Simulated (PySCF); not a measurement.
Species: C7H8NP.
SMILES with atom numbers: `[CH:1]#[C:2][P:3]([CH3:4])[n:5]1[cH:6][cH:7][cH:8][cH:9]1` (hydrogens: H10 on C1; H11, H12, H13 on C4; H14 on C6; H15 on C7; H16 on C8; H17 on C9)

Structure used (GFN2-xTB), in Å, numbered top down from 1:
```
atom  x, y, z in Å
C1    -2.411    2.161   -0.235
C2    -1.842    1.149   -0.548
P3    -1.052   -0.304   -1.187
C4    -1.790   -1.500    0.031
N5     0.489   -0.073   -0.438
C6     0.769    0.442    0.801
C7     2.118    0.424    0.987
C8     2.697   -0.124   -0.181
C9     1.675   -0.414   -1.033
H10   -2.895    3.039    0.082
H11   -1.632   -1.165    1.055
H12   -2.858   -1.587   -0.162
H13   -1.330   -2.478   -0.105
H14   -0.016    0.796    1.441
H15    2.644    0.764    1.858
H16    3.743   -0.279   -0.359
H17    1.685   -0.839   -2.018
```

Level of theory: PySCF, TDDFT B3LYP/def2-SVPD, vertical, gas phase, core orbitals frozen in the response.

Computed states:

| state | E (eV) | f |
| --- | --- | --- |
| S1 | 4.57 | 0.0015 |
| S2 | 4.96 | 0.0013 |
| S3 | 5.18 | 0.040 |
| S4 | 5.60 | 0.0028 |
| S5 | 5.69 | 0.048 |
| S6 | 5.87 | 0.0028 |
| S7 | 6.06 | 0.057 |
| S8 | 6.09 | 0.035 |

Broadening: Gaussians 0.4 eV wide at half height, area fixed by f = 4.319×10⁻⁹ ∫ε dν̃. The width is an assumption, not a result. The curve ends short of the highest state used, and states not computed would add to its high-energy end.

**Question.** Give the broadened spectrum and its maxima.

**Answer.** 
(E (eV), ε (L mol⁻¹ cm⁻¹)): (3.97, 0), (4.00, 0), (4.03, 1), (4.05, 1), (4.08, 2), (4.11, 3), (4.14, 4), (4.16, 6), (4.19, 8), (4.22, 12), (4.25, 17), (4.28, 24), (4.30, 29), (4.33, 38), (4.36, 48), (4.39, 59), (4.41, 67), (4.44, 78), (4.47, 88), (4.50, 98), (4.52, 103), (4.55, 110), (4.58, 116), (4.61, 121), (4.64, 127), (4.66, 133), (4.69, 147), (4.72, 170), (4.75, 208), (4.77, 243), (4.80, 315), (4.83, 415), (4.86, 547), (4.88, 655), (4.91, 848), (4.94, 1076), (4.97, 1333), (5.00, 1609), (5.02, 1797), (5.05, 2072), (5.08, 2322), (5.11, 2528), (5.13, 2634), (5.16, 2736), (5.19, 2766), (5.22, 2726), (5.25, 2626), (5.27, 2536), (5.30, 2383), (5.33, 2230), (5.36, 2105), (5.38, 2049), (5.41, 2018), (5.44, 2062), (5.47, 2184), (5.49, 2304)

Maxima: 239 nm (5.19 eV), ε about 2800, made up of S3 (97%) (ε in L mol⁻¹ cm⁻¹; maxima over ε = 5, shares over 10%). At its high-energy end, 5.49 eV, the curve is still rising (ε about 2300, from S3 and S5).

**Question.** Coming from long wavelengths, where does ε first pass 100 L mol⁻¹ cm⁻¹?

**Answer.** At about 275 nm (4.51 eV), 0.06 eV below S1.

**Question.** Does any computed singlet lie in the visible range?

**Answer.** No computed singlet lies in the visible range (380 to 750 nm); the lowest, at 271 nm, stands 1.31 eV above its violet end (3.26 eV).

**Question.** What would ε be at 5.19 eV, the highest of these maxima, with half the width (0.2 eV)?

**Answer.** About 5340 L mol⁻¹ cm⁻¹ against 2770, a factor of about 1.9; a lone state at its own centre would give exactly 2.

One conformer stands for the species.
